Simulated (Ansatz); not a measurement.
Born–Oppenheimer molecular dynamics of ClFH₄W (7 atoms, charge 0, multiplicity 1). It starts from a relaxed structure.

Method: RKS PBE0/def2-mTZVP in Ansatz 0.2.0.

| Property | Result |
| --- | --- |
| ensemble | NVT, Langevin thermostat |
| time step | 1 fs |
| steps asked | 100 |
| set temperature | 300 K |
| friction | 0.01 /fs |
| seed | 881502 |

First frame:

```xyz
7
Properties=species:S:1:pos:R:3
W 0.000 0.355 0.358
Cl 0.000 -0.446 2.491
H 1.440 -0.219 -0.274
F 0.000 2.067 -0.419
H -1.440 -0.219 -0.274
H 0.000 -1.299 0.037
H 0.000 -0.110 -1.249
```

Q: What does the run give?

A: The run went to its last step.

| Item | Value |
| --- | --- |
| steps done | 100 |
| time covered | 100 fs |
| mean temperature over the second half | 161 K |
| spread of the potential energy over the second half | 6.3 meV per atom |
| mean potential energy of the second half above the start | 17.4 meV per atom |

The mean temperature of the second half is 46 % below the set value. A run of 0.1 ps of so small a system gives no equilibrium averages.

Q: What happens to the structure?

A: The same pairs are bonded in the first frame and the last. Pairs count as bonded within 1.25 times the sum of covalent radii (0.12 Å more for H–H). Another seed would give other details.

Q: How do temperature and energy run in time?

A: 
```json
{"time (fs)": "0", "T (K)": "257", "potential energy less start (eV)": "0.000"}
{"time (fs)": "10", "T (K)": "98", "potential energy less start (eV)": "0.166"}
{"time (fs)": "20", "T (K)": "117", "potential energy less start (eV)": "0.165"}
{"time (fs)": "30", "T (K)": "138", "potential energy less start (eV)": "0.112"}
{"time (fs)": "40", "T (K)": "211", "potential energy less start (eV)": "0.067"}
{"time (fs)": "50", "T (K)": "165", "potential energy less start (eV)": "0.134"}
{"time (fs)": "60", "T (K)": "66", "potential energy less start (eV)": "0.229"}
{"time (fs)": "70", "T (K)": "186", "potential energy less start (eV)": "0.071"}
{"time (fs)": "80", "T (K)": "152", "potential energy less start (eV)": "0.079"}
{"time (fs)": "90", "T (K)": "186", "potential energy less start (eV)": "0.110"}
{"time (fs)": "100", "T (K)": "142", "potential energy less start (eV)": "0.173"}
```

The run took 7.8 min on 1 thread of Arm Neoverse V1, with other jobs on the host, peak memory 0.18 GiB.
